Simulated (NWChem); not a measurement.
System meant: CH$_{5}$ClO$_{2}$Si; SMILES CO[SiH](O)Cl

Here is an NWChem input.

```
start job
memory heap 200 mb stack 900 mb global 1100 mb
geometry units angstroms noautoz
  Si     0.575458     0.106019    -0.402964
  O      1.970463     0.633328     0.277916
  Cl    -1.030354     1.308191     0.121975
  O      0.256486    -1.406666     0.154809
  C     -0.935332    -2.140574     0.059444
  H      0.751593     0.188255    -1.866679
  H      2.057250     0.544845     1.232322
  H     -1.085294    -2.536317    -0.960356
  H     -0.878806    -2.993782     0.751541
  H     -1.813683    -1.529251     0.328945
end
basis spherical
  Si library def2-svp
  O library def2-svp
  Cl library def2-svp
  C library def2-svp
  H library def2-svp
end
dft
  odft
  mult 2
  xc b3lyp
  iterations 150
  mulliken
end
task dft energy
```

End of the output:

```
 Summary of "ao basis" -> "" (spherical)
 ------------------------------------------------------------------------------
       Tag                 Description            Shells   Functions and Types
 ---------------- ------------------------------  ------  ---------------------
 Si                         def2-svp                 8       18   4s3p1d
 O                          def2-svp                 6       14   3s2p1d
 Cl                         def2-svp                 8       18   4s3p1d
 C                          def2-svp                 6       14   3s2p1d
 H                          def2-svp                 3        5   2s1p

                                 NWChem DFT Module
                                 -----------------

 Summary of "ao basis" -> "ao basis" (spherical)
 ------------------------------------------------------------------------------
       Tag                 Description            Shells   Functions and Types
 ---------------- ------------------------------  ------  ---------------------
 Si                         def2-svp                 8       18   4s3p1d
 O                          def2-svp                 6       14   3s2p1d
 Cl                         def2-svp                 8       18   4s3p1d
 C                          def2-svp                 6       14   3s2p1d
 H                          def2-svp                 3        5   2s1p

  number of electrons :                   58
  multiplicity        :                    2
 ------------------------------------------------------------------------
  no. of electrons and multiplicity not compatible                  58
 ------------------------------------------------------------------------
 ------------------------------------------------------------------------
  current input line :
    29: task dft energy
 ------------------------------------------------------------------------
 ------------------------------------------------------------------------
 There is an error in the input file
 ------------------------------------------------------------------------
 For more information see the NWChem manual at https://nwchemgit.github.io

0: no. of electrons and multiplicity not compatible:Received an Error in Communication
```

Problem. What is wrong, and how is it mended?

Solution. The program refused the input. Cause: the multiplicity doesn't fit the number of electrons (an even count wants an odd multiplicity, and the reverse). This input runs:
```
start job
memory heap 200 mb stack 900 mb global 1100 mb
geometry units angstroms noautoz
  Si     0.575458     0.106019    -0.402964
  O      1.970463     0.633328     0.277916
  Cl    -1.030354     1.308191     0.121975
  O      0.256486    -1.406666     0.154809
  C     -0.935332    -2.140574     0.059444
  H      0.751593     0.188255    -1.866679
  H      2.057250     0.544845     1.232322
  H     -1.085294    -2.536317    -0.960356
  H     -0.878806    -2.993782     0.751541
  H     -1.813683    -1.529251     0.328945
end
basis spherical
  * library def2-svp
end
dft
  xc b3lyp
  iterations 150
  mulliken
end
task dft energy
```
It converges to -941.03396 Ha (B3LYP/def2-SVP).
